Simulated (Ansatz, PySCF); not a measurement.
System: AlOF$_{2}$H, net charge 0, singlet state. SMILES: [OH][Al]([F])[F]
Structure (B3LYP-D3(BJ)/def2-TZVP (Ansatz, an electronic-structure program) minimum search):
```xyz
5

Al    -0.0065     0.0132    -0.0079
F     -1.3902    -0.8427    -0.2376
F      0.0720     1.5441    -0.5861
O      1.3237    -0.6222     0.7943
H      1.3595    -1.5063     1.1617
```

Wanted: vertical triplet-singlet gap, E(triplet) - E(singlet), in eV. Conventions: no spin-orbit coupling; six Cartesian d functions in 6-31G* and its kin unless marked 5d; dispersion terms only where a functional's name holds one; UHF or UKS for open shells; non-relativistic; each state is the SCF solution reached for its charge and spin. Ab initio and DFT rows: single points at B3LYP-D3(BJ) geometries (Ansatz). Levels can end on unlike triplets.

```tsv
species	coefficient	E at M06-2X/6-31G* (5d) (PySCF), Eh	E at PBE0/def2-TZVPD (Ansatz), Eh
charge 0, triplet	+1	-517.72815	-517.65216
charge 0, singlet	-1	-517.99256	-517.90526
```

 1 Eh = 27.2114 eV.

Task: Compute it at each level from the table.

Result: 
- M06-2X/6-31G* (5d): the sum of coefficient times E is 0.26441 Eh, or 7.195 eV. Result: 7.19 eV.
- PBE0/def2-TZVPD: the sum of coefficient times E is 0.25310 Eh, or 6.887 eV. Result: 6.89 eV.
